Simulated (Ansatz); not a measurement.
```yaml
crystal:
  periodic: [false, false, false]
  atoms:
    - {symbol: C, position_ang: [-1.507944, 0.405219, 1.251561]}
    - {symbol: C, position_ang: [-0.234796, 0.577596, 0.435212]}
    - {symbol: B, position_ang: [0.300676, -0.653367, -0.340452]}
    - {symbol: C, position_ang: [1.453273, -0.551239, -1.382666]}
    - {symbol: F, position_ang: [1.952442, 0.730848, -1.587546]}
    - {symbol: H, position_ang: [-1.758571, 1.307112, 1.815258]}
    - {symbol: H, position_ang: [-1.412165, -0.416862, 1.964997]}
    - {symbol: H, position_ang: [-2.360407, 0.174585, 0.607822]}
    - {symbol: H, position_ang: [0.608317, 0.859271, 1.091095]}
    - {symbol: H, position_ang: [-0.300115, 1.435537, -0.246072]}
    - {symbol: H, position_ang: [-0.124862, -1.763173, -0.154186]}
    - {symbol: H, position_ang: [1.112059, -0.942150, -2.353208]}
    - {symbol: H, position_ang: [2.292493, -1.198076, -1.087015]}
basis:
  gaussian: {orbitals: def2-TZVPD}
magnetization: {spin_polarized: true, initial_magnetization: 1}
hamiltonian: {xc: {name: PBE-QIDH}}
```

```sh
$ ansatz run in.yaml --threads 4 --pin off --events-out ev --progress --plain --max-ram 10444MiB
```

Output, abridged:

```
Error: a molecule whose nuclei and cores have a total charge of 40 cannot have a net charge of 0 together with 1 unpaired electrons
```

(1) What is wrong with this run?

Answers

(1) The number of unpaired electrons doesn't fit the electron count. The input was rejected before any iteration.
